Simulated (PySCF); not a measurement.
Species: C₅H₇FO₃Si.
Numbering: `[CH3:1][C:2](=[O:3])[C:4]1=[C:5]([O:6][SiH2:7][OH:8])[C@H:9]1[F:10]`

Structure used (GFN2-xTB), in Å, numbered top down from 1:
```xyz
17
C5H7FO3Si angstrom
C     -2.5803   -0.9616   -0.0902
C     -1.0833   -0.9078   -0.0245
O     -0.3759   -1.9059   -0.1347
C     -0.5050    0.3825    0.1624
C      0.6013    1.1275    0.1862
O      1.8683    1.2374    0.1069
Si     2.9546   -0.0657   -0.1383
O      2.2242   -1.4718   -0.0336
C     -0.6803    1.8534    0.3446
F     -1.1482    2.6049   -0.7175
H     -2.9189   -1.9938   -0.0824
H     -3.0113   -0.4138    0.7445
H     -2.9096   -0.4794   -1.0096
H      3.4607    0.2424   -1.4667
H      3.8511    0.1311    0.9861
H      1.2559   -1.6883   -0.0921
H     -1.0104    2.3209    1.2660
```

Definitions: NICS(0) = −σiso at the ring centroid; NICS(1) = −σiso and NICS(1)zz = −σzz at ±1 Å along the ring normal z. Level: GIAO PBE0/pcSseg-1 (PySCF, non-relativistic, gas phase) on the GFN2-xTB geometry, one conformer.

Ring bond lengths (Å), with Mayer bond orders in brackets: C4–C5 1.334 (1.44), C5–C9 1.481 (1.02), C9–C4 1.492 (0.85).

Problem. Give the NICS values of each ring in ppm.

Solution. 
```csv
ring,type,NICS(0),"NICS(1), two faces","NICS(1)zz, two faces",rms pucker (Å),"centre to ring atoms, mean (Å)"
C4–C5–C9,"3-membered carbocycle; formal bonds 1 double, 2 single",-27.0,-5.9 / -9.7,-7.3 / -16.2,0.00,0.83
```

Problem. What do they say, and how far can they be read as aromaticity?

Solution. 
- C4–C5–C9: mean NICS(1)zz -11.8 ppm, shielded. C9 has four or more neighbours; no verdict on aromaticity is drawn. The two faces differ by 8.9 ppm, so no symmetry operation interchanges them. NICS(0) lies 19 ppm below the mean NICS(1).

Problem. What is the mean of the two in-plane components of NICS at the first NICS(1) probe listed for ring C4–C5–C9, 1 Å off the ring?

Solution. The isotropic value is a third of the trace: (3 × -5.9 − (-7.3))/2 = -5.2 ppm.

The run took 59 s of wall time (grids of density and orbitals included) on one thread of an Arm Neoverse V1, shared host with 32 logical CPUs at a one-minute load of 21, and the process peaked at 0.94 GiB of memory. This is the whole shielding run at PBE0/pcSseg-1, SCF included.
